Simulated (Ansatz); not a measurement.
# Abstraction of H: GeH3Cl + SiH3Te → GeH2Cl + SiH3(TeH)

Species: GeH3Cl (chlorogermane) `[Cl][GeH3]`, singlet; SiH3Te `[SiH3][Te]`, doublet; GeH2Cl `[Cl][GeH2]`, doublet; SiH3(TeH), singlet. A radical takes H: the energy is the difference in strength between the Ge–H bond broken and the Te–H bond made.

Shapes, held fixed at every level: PBE0-D4/def2-TZVP. Programs: Ansatz 0.2.0. The zero-point and thermal change to 298 K, harmonic and unscaled (PBE0-D4/def2-TZVP), is -4.2 kJ/mol.

(1) Estimate ΔH(298 K) of this reaction.

Answers

(1) The highest level, CCSD(T)/def2-TZVPP, gives ΔH(298 K) = +61.9 kJ/mol; the levels span +42.6 to +85.8. The column of differences is taken from that level and isn't an error. No measured value is set beside it here. Open shells run unrestricted. For atoms past krypton def2 sets carry core potentials with scalar relativity. Relativity is left out for Ge. Outer-core shells of Ge, Te are correlated in most correlated rows, in sets that cover them unevenly. Times are processor times on shared x86 and Arm servers, and rough.

```
               level                   kind  ΔH(298 K) (kJ/mol)  less CCSD(T)/def2-TZVPP  CPU time (sum over the molecules)
        MP2/def2-SVP    perturbation theory               +69.6                     +7.7                                  –
         HF/def2-SVP           Hartree–Fock               +85.8                    +23.9                                  –
   PBE-D4/def2-TZVPP                    GGA               +42.6                    -19.3                               24 s
r2SCAN-D4/def2-TZVPP               meta-GGA               +51.6                    -10.3                               76 s
   B2PLYP/def2-TZVPP          double hybrid               +58.0                     -3.9                               40 s
    CCSD(T)/def2-SVP  coupled cluster or CI               +69.1                     +7.2                               16 s
  CCSD(T)/def2-TZVPP  coupled cluster or CI               +61.9                      0.0                            1.8 min
```
